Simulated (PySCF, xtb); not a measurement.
diboron dicarbonyl (C₂B₂O₂), SMILES C(#[O+])[B-]#[B-]C#[O+].

GFN2-xTB run with xtb at its own geometry gives an orbital gap of 1.31 eV and a dipole moment of 0.01 D.

Geometry optimised at PBE0-D3(BJ)/def2-SVP.

### Question
What does PySCF with PBE/def2-TZVP give? (An estimate is asked for; the answer gives what the named calculation found.)

### Answer
gap 1.73 eV (levels -5.97 and -4.24 eV), dipole 0.00 D.
